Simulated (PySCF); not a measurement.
A PySCF script (with the pyscf-properties extension) for the NMR shieldings of SMILES [BH3-][P@+]1(C)CCC(F)=C1[SiH3], C₅H₁₃BFPSi, on a GFN2-xTB geometry:

```python
import basis_set_exchange as bse
import numpy as np
from pyscf import gto, dft
from pyscf.prop import nmr

atoms = """
B    -1.929107   -0.762282    1.328556
P    -0.763687    0.044762    0.040898
C    -1.124672    1.789794   -0.405307
C    -0.588529   -0.821055   -1.599565
C     0.829921   -1.397457   -1.647035
C     1.616946   -0.709249   -0.575239
F     2.945783   -0.940214   -0.590329
C     1.024216    0.061557    0.329571
Si    1.839434    0.942774    1.780200
H    -3.001073   -0.715175    0.804219
H    -1.518356   -1.871703    1.471126
H    -1.850890   -0.085477    2.305704
H    -2.140256    1.845667   -0.795093
H    -1.067340    2.387523    0.503195
H    -0.418893    2.170816   -1.141556
H    -1.345736   -1.601660   -1.678394
H    -0.753708   -0.107221   -2.409417
H     1.308212   -1.247787   -2.618850
H     0.829098   -2.473084   -1.448056
H     3.133324    0.315707    2.034585
H     0.945539    0.848224    2.930683
H     2.019365    2.344926    1.379254
"""
names = dict.fromkeys(["B", "P", "C", "F", "Si", "H"], "pcSseg-1")
basis = {el: gto.basis.parse(bse.get_basis(n, elements=[el], fmt="nwchem")) for el, n in names.items()}
mol = gto.M(atom=atoms, basis=basis, charge=0, verbose=0)
mf = dft.RKS(mol, xc="PBE0")
mf.grids.level = 2
mf.grids.alignment = dft.numint.BLKSIZE   # the property module wants whole blocks of grid points
mf.conv_tol = 1e-9
mf.kernel()

calc = nmr.RKS(mf)   # GIAO
C = mf.mo_coeff
Co = C[:, mf.mo_occ > 0]
resp = mf.gen_response(singlet=True, hermi=2)
def vind(x):   # induced exchange potential for any number of trial vectors
    d = np.einsum("pi,xij,qj->xpq", C, 2 * x.reshape(-1, C.shape[1], Co.shape[1]), Co, optimize=True)
    return np.einsum("xpq,pi,qj->xij", resp(d - d.transpose(0, 2, 1)), C, Co, optimize=True).ravel()
mo1, _ = nmr.rhf.solve_mo1(calc, with_cphf=vind)
sigma = calc.kernel(mo1)
for i, s in enumerate(sigma):   # ppm
    w = np.linalg.eigvalsh((s + s.T) / 2)
    print("%2d %-2s iso %8.1f  s11 %8.1f  s22 %8.1f  s33 %8.1f" % (i, mol.atom_pure_symbol(i), w.mean(), *w))
```

Task: What does it print?

Result: 
```
 0 B  iso    148.2  s11    143.6  s22    145.0  s33    155.9
 1 P  iso    275.7  s11    195.2  s22    300.6  s33    331.4
 2 C  iso    166.0  s11    150.7  s22    161.7  s33    185.5
 3 C  iso    160.9  s11    140.1  s22    160.0  s33    182.6
 4 C  iso    151.3  s11    123.2  s22    155.3  s33    175.6
 5 C  iso      3.6  s11    -99.9  s22     41.3  s33     69.3
 6 F  iso    238.1  s11     87.8  s22    252.8  s33    373.8
 7 C  iso     80.1  s11    -10.9  s22     91.0  s33    160.2
 8 Si iso    441.2  s11    428.4  s22    434.0  s33    461.2
 9 H  iso     31.0  s11     27.7  s22     29.2  s33     36.0
10 H  iso     31.0  s11     27.5  s22     29.7  s33     35.6
11 H  iso     30.7  s11     27.0  s22     29.8  s33     35.3
12 H  iso     30.2  s11     26.0  s22     27.4  s33     37.0
13 H  iso     30.0  s11     25.7  s22     28.0  s33     36.2
14 H  iso     30.4  s11     26.4  s22     28.7  s33     36.3
15 H  iso     29.5  s11     25.0  s22     28.0  s33     35.5
16 H  iso     29.9  s11     24.9  s22     28.8  s33     35.9
17 H  iso     28.9  s11     24.0  s22     27.2  s33     35.4
18 H  iso     28.7  s11     24.4  s22     26.9  s33     34.8
19 H  iso     27.2  s11     23.2  s22     26.2  s33     32.4
20 H  iso     27.5  s11     23.0  s22     27.4  s33     32.0
21 H  iso     27.5  s11     23.8  s22     25.9  s33     32.9
```

These numbers come from an equivalent density-fitted implementation of the same equations, which agrees with the script to about 0.01 ppm for H and up to a few tenths of a ppm for heavy atoms, so last digits may differ.

Size and cost of the density-fitted run: 232 basis functions, 42 s wall time on 1 thread of an x86-64 server CPU, shared host.
